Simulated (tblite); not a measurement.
C₅H₁₃OPSSi.
Z-matrix (Å and degrees, GFN2-xTB geometry), rows numbered from 1:
```
C 
O   1  1.4004
Si  2  1.6221  1  129.61
C   3  1.8948  2  102.39  1   179.02
C   4  1.5227  3  112.18  2    70.50
P   5  1.8318  4  113.25  3    57.91
S   6  1.9314  5  115.37  4   170.37
C   6  1.8339  5  106.20  4   -61.27
C   8  1.5252  6  113.57  5    61.45
H   1  1.0912  2  110.49  3   -60.61
H   1  1.0916  2  111.01  3    60.15
H   1  1.0900  2  107.81  3   179.90
H   3  1.4671  2  113.18  1    58.38
H   4  1.0897  3  110.88  2   -51.62
H   4  1.0899  3  108.80  2  -168.79
H   5  1.0958  4  111.26  3   -61.67
H   5  1.0965  4  111.90  3   178.41
H   6  1.4054  5  101.54  4    44.45
H   8  1.0966  6  106.56  5  -174.86
H   8  1.0966  6  105.71  5   -61.13
H   9  1.0925  3  111.10  2    57.22
H   9  1.0908  3  110.19  2   174.68
```

All values are computed: GFN2-xTB (tblite) harmonic vibrations without scaling, gas phase. Errors from tens to a few hundred cm⁻¹ against measured bands are possible. Modes of hydrogen on phosphorus and silicon can be 10 to 20 % off. One conformer, not necessarily the lowest.

Harmonic wavenumbers (cm⁻¹): 34.4, 70.6, 80.2, 111.2, 137.6, 161.5, 177.1, 189.0, 251.0, 277.2, 294.1, 334.5, 436.4, 610.8, 624.9, 634.8, 646.8, 684.0, 733.3, 746.3, 754.8, 759.7, 799.5, 811.5, 855.8, 897.5, 905.2, 1045.8, 1048.1, 1060.9, 1071.2, 1127.5, 1130.3, 1136.8, 1148.4, 1152.2, 1257.0, 1262.1, 1285.7, 1291.9, 1412.6, 1429.8, 1436.7, 1473.4, 1474.6, 1481.7, 1482.7, 2172.1, 2233.5, 2904.7, 2910.8, 2921.7, 2928.4, 2961.2, 2964.0, 2975.4, 2987.5, 2991.4, 2998.7, 3001.9.

A = 1973, B = 549.4, C = 521.4 MHz; mass 180.019 u (most abundant isotopes); point group C1, symmetry number 1.

Question: Zero-point energy?

Answer: Half the sum of the wavenumbers: 37590 cm⁻¹ = 449.68 kJ/mol.

Question: Entropy at 400 K, 1 bar (ideal gas, RRHO, classical rotation)?

Answer: Translation 179.73, rotation 132.20, vibration 213.44: S = 525.4 J/(mol K).

Question: And Cp and H(400 K) − H(0)?

Answer: Cp = 241.51 J/(mol K), of which vibrations give 208.25 (their classical limit is 60 R = 498.9); H(400 K) − H(0) = 56.57 kJ/mol without the zero-point energy, 43.27 from vibrations.

Question: What must be added to the electronic energy to get the Gibbs energy at 400 K and 1 bar?

Answer: ZPE + [H(400 K) − H(0)] − T·S = 449.68 + 56.57 − 210.15 = 296.10 kJ/mol.

Question: How do the functions run with temperature in this model?

Answer: 
| T (K) | S (J/(mol K)) | Cp (J/(mol K)) | H − H(0) (kJ/mol) | G − H(0) (kJ/mol) | ln q(vib) |
| --- | --- | --- | --- | --- | --- |
| 100 | 315.9 | 94.9 | 6.28 | -25.31 | 2.47 |
| 200 | 396.1 | 141.7 | 18.12 | -61.10 | 6.00 |
| 300 | 463.1 | 192.7 | 34.81 | -104.12 | 9.38 |
| 500 | 583.8 | 282.8 | 82.86 | -209.07 | 15.88 |
| 800 | 737.1 | 368.2 | 181.69 | -408.00 | 25.05 |
| 1000 | 823.4 | 405.0 | 259.20 | -564.24 | 30.68 |

q(vib) and H(0) count from the zero-point level.

Hindered rotation and anharmonicity are outside this model. Other conformers, if any are populated, would add a mixing term that is left out. The structure is chiral; the term R ln 2 for an equal mix with its mirror image is left out.

The run took 1.3 s on one thread, Arm Neoverse V1 (aarch64), no GPU, on a shared host. The figure is for the frequency step alone.
